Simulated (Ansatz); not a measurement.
Reactions of CH₄O₂Zn (`C[O][Zn][OH]`).

Program: Ansatz. Geometries: PBE0-D4/def2-TZVP. ΔE: electronic, gas phase. CCSD(T)/CBS is the MP2 limit (def2-TZVPP, def2-QZVPP) plus CCSD(T) − MP2 in def2-TZVPP, frozen cores. This one scheme is used for every species, atoms too. Functionals use def2-TZVPP. Open shells (•) are unrestricted, without spin–orbit coupling. Spin–orbit coupling would lower the free atoms: a little for C, O. For Se, Zn outer-core shells are correlated without core-valence functions, so the limit isn't a true one: a few kJ/mol of doubt a bond, and 10 to 20 or more in all where bonds break to atoms. Scalar relativity is left out up to krypton. Each species was taken in one conformer, which may not be the lowest.

| reaction | LDA (SPW92) (eV) | PBE0-D4 (eV) | revPBE-D4 (eV) | MP2/CBS(def2) (eV) | CCSD(T)/CBS(def2) (eV) |
| --- | --- | --- | --- | --- | --- |
| `C[O][Zn][OH]` + H₂Se → `[OH][Zn][SeH]` + CH₃OH | -0.86 | -0.97 | -0.87 | -0.95 | -0.93 |
| `C[O][Zn][OH]` + `O[SiH3]` → `[OH][Zn][O][SiH3]` + CH₃OH | -0.24 | -0.31 | -0.25 | -0.34 | -0.35 |
| `C[O][Zn][OH]` + HCl → `C[O][Zn][Cl]` + H₂O | -0.88 | -1.03 | -0.92 | -1.01 | -1.02 |
| `C[O][Zn][OH]` + CH₃OH → `C[O][Zn][O]C` + H₂O | 0.10 | 0.09 | 0.08 | 0.09 | 0.08 |
| `C[O][Zn][OH]` → C• + 4 H• + 2 O• + Zn (atom) | 32.36 | 27.45 | 27.34 | 28.68 | 27.81 |

Largest T1 diagnostic: 0.017, for Zn (atom).
